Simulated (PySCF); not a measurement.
PySCF 2.14 output of an unrestricted r2SCAN calculation on a single atom or ion in x2c-QZVPPall (11s7p6d4f2g, 108 functions), with scalar relativity by spin-free X2C-1e:

```
SCF conv_tol = 1e-09
number electrons alpha = 16  beta = 12
    J. W. Furness, A. D. Kaplan, J. Ning, J. P. Perdew, and J. Sun.,  J. Phys. Chem. Lett. 11, 8208-8215 (2020)
    J. W. Furness, A. D. Kaplan, J. Ning, J. P. Perdew, and J. Sun.,  J. Phys. Chem. Lett. 11, 9248-9248 (2020)
    J. W. Furness, A. D. Kaplan, J. Ning, J. P. Perdew, and J. Sun.,  J. Phys. Chem. Lett. 11, 8208-8215 (2020)
    J. W. Furness, A. D. Kaplan, J. Ning, J. P. Perdew, and J. Sun.,  J. Phys. Chem. Lett. 11, 9248-9248 (2020)
cycle= 1 E= -1520.45816077447  delta_E= -0.0174  |g|= 0.154  |ddm|= 0.202
cycle= 2 E= -1520.4471241935  delta_E= 0.011  |g|= 0.313  |ddm|= 0.166
cycle= 3 E= -1520.46270166151  delta_E= -0.0156  |g|= 0.0167  |ddm|= 0.0838
cycle= 4 E= -1520.46276321346  delta_E= -6.16e-05  |g|= 0.00234  |ddm|= 0.00825
cycle= 5 E= -1520.46276443065  delta_E= -1.22e-06  |g|= 0.000163  |ddm|= 0.00242
cycle= 6 E= -1520.46276443927  delta_E= -8.62e-09  |g|= 3.34e-05  |ddm|= 0.000234
cycle= 7 E= -1520.46276443956  delta_E= -2.93e-10  |g|= 6.81e-07  |ddm|= 2.41e-05
converged SCF energy = -1520.46276443956  <S^2> = 6.0017232  2S+1 = 5.0006892
```

The run itself started from symmetry-adapted Hartree-Fock orbitals and held the occupation by maximum overlap, on a logarithmic radial grid, so the iterations belong to that start.

Question: Which element, charge and spin multiplicity is this?

Answer: Ni (nickel, neutral), multiplicity 5; the state was [Ar] 3d8 4s1 4p1, one real determinant (an excited configuration).

⟨L²⟩ = 14.03 against 20 for a pure G term, so this real determinant mixes terms.
